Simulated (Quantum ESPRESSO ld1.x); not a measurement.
Input file for ld1.x (Quantum ESPRESSO 7.5):

```
 &input
    atom='Co',
    iswitch=1,
    rel=1,
    dft='RXC-VWN',
    config='[Ne] 3s2 3p0 4s0',
    verbosity='high',
    prefix='ld1',
    max_out_wfc=37,
    file_charge='ld1.rho',
 /
```

Command: `OMP_NUM_THREADS=1 ld1.x < ld1.in > ld1.out`

Output (excerpt):

```
     Program LD1 v.7.5 starts

     --------------------------- All-electron run ----------------------------

     scalar relativistic calculation

     atomic number is 27.00
     dft =RXC-VWN   lsd =0 sic =0 latt =0  beta=0.20 tr2=1.0E-14
     Exchange-correlation= RXC-VWN
                           (   3   2   0   0   0   0   0)
     mesh =1989 r(mesh) = 100.29974 a.u. xmin = -8.00 dx = 0.00800
     1 Ry =  13.60569312 eV, c = 137.03599908

     n l     nl                  e(Ry)          e(Ha)          e(eV)
     1 0     1S 1( 2.00)    -592.717555615    -296.358777807  -8064.3331703
     2 0     2S 1( 2.00)    -101.357837814     -50.678918907  -1379.0436369
     2 1     2P 1( 6.00)     -92.372939666     -46.186469833  -1256.7978700
     3 0     3S 1( 2.00)     -36.449206683     -18.224603341   -495.9167207
     3 1     3P 1( 0.00)     -33.704156857     -16.852078429   -458.5684152
     4 0     4S 1( 0.00)     -18.409736231      -9.204868115   -250.4772216

     final scf error:  7.7E-15 reached in  14 iterations

     Etot =   -2565.235452 Ry,   -1282.617726 Ha,  -34901.806347 eV

     Ekin =    2596.626284 Ry,    1298.313142 Ha,   35328.900370 eV
     Encl =   -5655.027045 Ry,   -2827.513523 Ha,  -76940.562583 eV
     Eh   =     575.348971 Ry,     287.674485 Ha,    7828.021532 eV
     Exc  =     -82.183661 Ry,     -41.091830 Ha,   -1118.165665 eV
```

Run on one thread of a shared host, so times are rough (Intel(R) Xeon(R) Processor @ 2.60GHz): 0.51 s of CPU time, 0.74 s wall, 14 iterations on 1989 mesh points.
